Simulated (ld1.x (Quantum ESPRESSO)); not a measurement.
## What one change does to a pseudopotential (Ru (Z = 44), PAW)

* Element: ruthenium (Ru)
* Generator: ld1.x (Quantum ESPRESSO) 7.5
* Type: PAW
* Functional: PBE
* Relativity: scalar-relativistic
* Frozen core: [Ar] 3d10
* Valence charge: 16
* Reference configuration: 4s2 4p6 4d7 5s1 5p0
* Partial waves: 4s (bound): rcut 1.45, rcutus 1.70 bohr; 5s (bound): rcut 1.45, rcutus 1.70 bohr; 4p (bound): rcut 1.50, rcutus 1.65 bohr; 5p (bound, empty): rcut 1.50, rcutus 1.65 bohr; 4d (bound): rcut 1.15, rcutus 1.40 bohr; 4d channel at 1 Ry: rcut 1.15, rcutus 1.40 bohr
* Local potential: all-electron potential smoothed inside 1.40 bohr (lloc = -2)
* Core correction: a·sin(br)/r model core, default radius (core density twice the valence density)
* Augmentation charge: PSQ, inside the norm-conserving radii

Change: local potential all-electron potential smoothed inside 1.18 bohr (lloc = -2).

Cutoffs: the cutoffs (Ry, on a coarse ladder) from which the occupation-weighted sum of valence levels, in a spherical-Bessel basis at the reference potential, stays within 10 and 1 mRy of its value at 400 Ry; they do not see the model core or the augmentation charge, which bear on the density cutoff. Errors are all-electron minus pseudo energies relative to the spin-unpolarised reference configuration.

Q: What does the change do?

A: The potential gets neither clearly harder nor softer (50 Ry and 90 Ry → 50 Ry and 90 Ry); of the 7 tests that both files solve, the error grows in 4 and shrinks in 1 by more than 15 % and 0.3 meV (median size 1.7 → 2.4 meV); the range in which the p phases agree widens (upper end 3.0 → at the end of the scan); neither file shows a bound ghost.

| quantity | base | changed |
| --- | --- | --- |
| cutoff, loose | 50 Ry | 50 Ry |
| cutoff, tight | 90 Ry | 90 Ry |
| bound ghosts | none | none |
| error for 4s2 4p6 4d7 5s0 5p0, meV [ΔE 7.29 eV] | -1.5 | -0.9 |
| error for 4s2 4p6 4d6 5s0 5p0, meV [ΔE 25.48 eV] | -1.7 | +3.2 |
| error for 4s2 4p6 4d5 5s0 5p0, meV [ΔE 56.10 eV] | -2.8 | +14 |
| error for 4s2 4p6 4d6 5s1 5p0, meV [ΔE 10.11 eV] | +1.0 | +2.0 |
| error for 4s2 4p6 4d6 5s2 5p0, meV [ΔE 1.70 eV] | +2.2 | +2.4 |
| error for 4s2 4p6 4d6 5s1 5p1, meV [ΔE 5.65 eV] | +2.2 | +4.8 |
| error for 4s2 4p6 4d8 5s0 5p0, meV [ΔE -0.33 eV] | -1.7 | -1.7 |
| s: phases at 1.84 bohr within 0.05 rad from the reference energy up to (Ry; the scan ends near 5) | 2.6 | 2.4 |
| p: phases at 1.84 bohr within 0.05 rad from the reference energy up to (Ry; the scan ends near 5) | 3.0 | to the end of the scan |
| d: phases at 1.84 bohr within 0.05 rad from the reference energy up to (Ry; the scan ends near 5) | to the end of the scan | to the end of the scan |
| lowest overlap eigenvalue by channel | s 0.08, p 0.20, d 0.94 | s 0.09, p 0.10, d 0.66 |
